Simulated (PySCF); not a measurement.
C2H4O2, charge +1, doublet, at a GFN2-xTB geometry (a state made from the parent by changing its charge; the spin is typed, not shown lowest); PBE0/6-31G* run with PySCF.

Input for PySCF:
```python
from pyscf import gto, scf, dft

mol = gto.Mole()
mol.atom = '''
    C    -1.320427   -0.342337    0.109692
    C     0.167732    0.076552   -0.039353
    O     1.013840   -0.618122    0.593015
    O     0.220805    1.028453   -0.764946
    H    -2.007806    0.292909   -0.458542
    H    -1.372665   -1.364843   -0.283661
    H    -1.542662   -0.240513    1.178905
    H     1.962149   -0.375491    0.516719
'''
mol.basis = '6-31g*'
mol.charge = 1
mol.spin = 1
mol.verbose = 4
mol.build()

mf = dft.UKS(mol)
mf.xc = 'pbe0'
mf.diis = False
mf.damp = 0.3
mf.diis_start_cycle = 200
mf.max_cycle = 150
mf.kernel()
```

Q: Predict the main parts of the log of this PySCF run.

A: 
```
PySCF version 2.14.0

[INPUT] verbose = 4
[INPUT] num. atoms = 8
[INPUT] num. electrons = 31
[INPUT] charge = 1
[INPUT] spin (= nelec alpha-beta = 2S) = 1
[INPUT] symmetry False subgroup None
[INPUT] Mole.unit = angstrom
[INPUT] Symbol           X                Y                Z      unit          X                Y                Z       unit  Magmom
[...]
nuclear repulsion = 122.481310790521
number of shells = 32
number of NR pGTOs = 124
number of NR cGTOs = 64
basis = 6-31g*
ecp = {}

******** <class 'pyscf.dft.uks.UKS'> ********
method = UKS
initial guess = minao
damping factor = 0.3
level_shift factor = 0
DIIS disabled
SCF conv_tol = 1e-09
SCF conv_tol_grad = None
SCF max_cycles = 150
direct_scf = True
direct_scf_tol = 1e-13
number electrons alpha = 16  beta = 15
XC library pyscf.dft.libxc version 7.1.2
    S. Lehtola, C. Steigemann, M. J. T. Oliveira, and M. A. L. Marques,  SoftwareX 7, 1–5 (2018)
XC functionals = pbe0
    C. Adamo and V. Barone,  J. Chem. Phys. 110, 6158 (1999)
    M. Ernzerhof and G. E. Scuseria,  J. Chem. Phys. 110, 5029 (1999)
radial grids:
    Treutler-Ahlrichs [JCP 102, 346 (1995); DOI:10.1063/1.469408] (M4) radial grids

becke partition: Becke, JCP 88, 2547 (1988); DOI:10.1063/1.454033
pruning grids: <function nwchem_prune>
grids dens level: 3
symmetrized grids: False
atomic radii adjust function: <function treutler_atomic_radii_adjust>
small_rho_cutoff = 0
Set gradient conv threshold to 3.16228e-05
tot grids = 95632
init E= -229.356083845127

cycle= 1 E= -228.327585484417  delta_E= 1.03  |g|= 0.51  |ddm|= 1.88
cycle= 2 E= -228.350794997067  delta_E= -0.0232  |g|= 0.493  |ddm|= 0.589
cycle= 3 E= -228.339290338083  delta_E= 0.0115  |g|= 0.503  |ddm|= 0.578
cycle= 4 E= -228.310633780056  delta_E= 0.0287  |g|= 0.573  |ddm|= 0.64
cycle= 5 E= -228.260721529771  delta_E= 0.0499  |g|= 0.663  |ddm|= 0.747
cycle= 6 E= -228.171989422951  delta_E= 0.0887  |g|= 0.808  |ddm|= 0.902
cycle= 7 E= -228.048136262138  delta_E= 0.124  |g|= 0.968  |ddm|= 1.08
cycle= 8 E= -227.801972950315  delta_E= 0.246  |g|= 1.22  |ddm|= 1.36
cycle= 9 E= -227.568490971331  delta_E= 0.233  |g|= 1.42  |ddm|= 1.62
cycle= 10 E= -227.008436883201  delta_E= 0.56  |g|= 1.77  |ddm|= 2.04

cycle= 11 E= -226.476417554908  delta_E= 0.532  |g|= 2.06  |ddm|= 2.37
cycle= 12 E= -224.404249895087  delta_E= 2.07  |g|= 2.72  |ddm|= 3.42
cycle= 13 E= -222.490693981577  delta_E= 1.91  |g|= 3.35  |ddm|= 4.01
cycle= 14 E= -216.639098487962  delta_E= 5.85  |g|= 3.95  |ddm|= 4.92
[...]
cycle= 118 E= -186.596348376488  delta_E=  7.8  |g|= 6.32  |ddm|= 10.3
cycle= 119 E= -194.40092529708  delta_E= -7.8  |g|= 4.53  |ddm|= 10.3
cycle= 120 E= -186.596348376489  delta_E=  7.8  |g|= 6.32  |ddm|= 10.3
cycle= 121 E= -194.400925297081  delta_E= -7.8  |g|= 4.53  |ddm|= 10.3
cycle= 122 E= -186.596348376489  delta_E=  7.8  |g|= 6.32  |ddm|= 10.3
cycle= 123 E= -194.40092529708  delta_E= -7.8  |g|= 4.53  |ddm|= 10.3
cycle= 124 E= -186.596348376489  delta_E=  7.8  |g|= 6.32  |ddm|= 10.3
cycle= 125 E= -194.40092529708  delta_E= -7.8  |g|= 4.53  |ddm|= 10.3
cycle= 126 E= -186.596348376488  delta_E=  7.8  |g|= 6.32  |ddm|= 10.3
cycle= 127 E= -194.40092529708  delta_E= -7.8  |g|= 4.53  |ddm|= 10.3
cycle= 128 E= -186.596348376488  delta_E=  7.8  |g|= 6.32  |ddm|= 10.3
cycle= 129 E= -194.40092529708  delta_E= -7.8  |g|= 4.53  |ddm|= 10.3
cycle= 130 E= -186.596348376489  delta_E=  7.8  |g|= 6.32  |ddm|= 10.3
cycle= 131 E= -194.400925297079  delta_E= -7.8  |g|= 4.53  |ddm|= 10.3
cycle= 132 E= -186.596348376489  delta_E=  7.8  |g|= 6.32  |ddm|= 10.3
cycle= 133 E= -194.40092529708  delta_E= -7.8  |g|= 4.53  |ddm|= 10.3
cycle= 134 E= -186.596348376489  delta_E=  7.8  |g|= 6.32  |ddm|= 10.3
cycle= 135 E= -194.40092529708  delta_E= -7.8  |g|= 4.53  |ddm|= 10.3
cycle= 136 E= -186.596348376488  delta_E=  7.8  |g|= 6.32  |ddm|= 10.3
cycle= 137 E= -194.40092529708  delta_E= -7.8  |g|= 4.53  |ddm|= 10.3
cycle= 138 E= -186.596348376489  delta_E=  7.8  |g|= 6.32  |ddm|= 10.3
cycle= 139 E= -194.40092529708  delta_E= -7.8  |g|= 4.53  |ddm|= 10.3
cycle= 140 E= -186.596348376487  delta_E=  7.8  |g|= 6.32  |ddm|= 10.3
cycle= 141 E= -194.40092529708  delta_E= -7.8  |g|= 4.53  |ddm|= 10.3
cycle= 142 E= -186.596348376489  delta_E=  7.8  |g|= 6.32  |ddm|= 10.3
cycle= 143 E= -194.40092529708  delta_E= -7.8  |g|= 4.53  |ddm|= 10.3
cycle= 144 E= -186.596348376489  delta_E=  7.8  |g|= 6.32  |ddm|= 10.3
cycle= 145 E= -194.400925297079  delta_E= -7.8  |g|= 4.53  |ddm|= 10.3
cycle= 146 E= -186.596348376488  delta_E=  7.8  |g|= 6.32  |ddm|= 10.3
cycle= 147 E= -194.40092529708  delta_E= -7.8  |g|= 4.53  |ddm|= 10.3
cycle= 148 E= -186.596348376489  delta_E=  7.8  |g|= 6.32  |ddm|= 10.3
cycle= 149 E= -194.40092529708  delta_E= -7.8  |g|= 4.53  |ddm|= 10.3
cycle= 150 E= -186.596348376488  delta_E=  7.8  |g|= 6.32  |ddm|= 10.3
SCF not converged.
SCF energy = -186.596348376488 after 150 cycles  <S^2> = 0.75052391  2S+1 = 2.0005238
```

The run did not converge; its last values are not results.
